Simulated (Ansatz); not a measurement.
System: AgI (charge 0, singlet). SMILES: [Ag][I]
Coordinates optimised at B3LYP-D3(BJ)/def2-TZVP (Ansatz, a first-principles code):
```
Ag
I 1 2.5929
```
Charge 0, spin multiplicity 1.

Computed values are from Ansatz. Cores are frozen in the correlated levels unless marked. UHF or UKS for open shells. No spin-orbit coupling. The frozen core is the preceding noble-gas configuration, with the filled d and f shells of earlier blocks. Past Kr the def2 sets carry scalar-relativistic core potentials. Basis-set limits of correlation are two-point, X^-3; Hartree-Fock from the larger set.

**Question.** What is the vertical ionisation energy (to the doublet) at CCSD(T)/CBS(def2-TZVPPD,def2-QZVPPD)?

**Answer.** 9.02 eV.

**Question.** What is the total energy at CCSD(T)/CBS(def2-TZVPPD,def2-QZVPPD)?

**Answer.** -443.4725 Eh.

**Question.** What is the dipole moment at CCSD(T)/def2-SVPD?

**Answer.** 5.75 D.

**Question.** What is the T1 diagnostic at CCSD/def2-QZVPPD?

**Answer.** 0.021.

**Question.** What is the atomisation energy De at CCSD(T)/CBS(def2-TZVPPD,def2-QZVPPD)?

**Answer.** 61.6 kcal/mol.
